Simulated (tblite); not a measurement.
Question: Give a GFN2-xTB geometry of `C#C/C=C\c1cs[cH+]s1`. (Charge +1.)

Answer: 
```
atom  x, y, z in Å
C1     2.7719   -1.3710   -0.1186
C2     2.2504   -0.2842   -0.1053
C3     1.7317    1.0144   -0.0935
C4     0.4339    1.3810   -0.0373
C5    -0.7015    0.5070    0.0256
C6    -0.7196   -0.8592    0.0407
S7    -2.2372   -1.6349    0.1206
C8    -3.1273   -0.2144    0.1485
S9    -2.2899    1.2384    0.0934
H10    3.2304   -2.3169   -0.1300
H11    2.4841    1.7924   -0.1356
H12    0.2015    2.4362   -0.0370
H13    0.1728   -1.4600    0.0060
H14   -4.2018   -0.2293    0.2005
```

Any rigid rotation of these coordinates is as good. Atoms count from 1 in this order. S9 (ring sulfur) is bent (angle 95.3°). C3 (alkene CH carbon) is planar (angles 127.5°, 118.3° and 114.1°, sum 360.0°, 0.00 Å off the plane of its three neighbours). The 5-membered ring C5–C6–S7–C8–S9 has internal angles of 95.0° to 117.9° (sum 540°, against 540° for a flat polygon); it is planar, 0.00 Å rms from its mean plane, widest ring torsion 0°. The C–S distances run from 1.677 Å (S7–C8, aromatic) to 1.750 Å (C5–S9, aromatic), a spread of 0.073 Å.

Bonds between heavy atoms (Å): C1≡C2 1.205, C2–C3 1.398, C3=C4 1.350, C4–C5 1.434, C5–C6 1.366, C6–S7 1.706, S7–C8 1.677, C8–S9 1.678, C5–S9 1.750.

The geometry is computed with GFN2-xTB (gas phase).

Point group: Cs (tolerance 0.08 Å). Its GFN2-xTB frequencies are all real (lowest 37 cm⁻¹). Torsions: C3–C4–C5–C6 0°.

Time: 0.58 s wall. Hardware: Arm Neoverse N1, one thread, no GPU, shared host with 64 logical CPUs at a one-minute load of 55. These figures are those of the optimisation.

One conformer stands for the species.
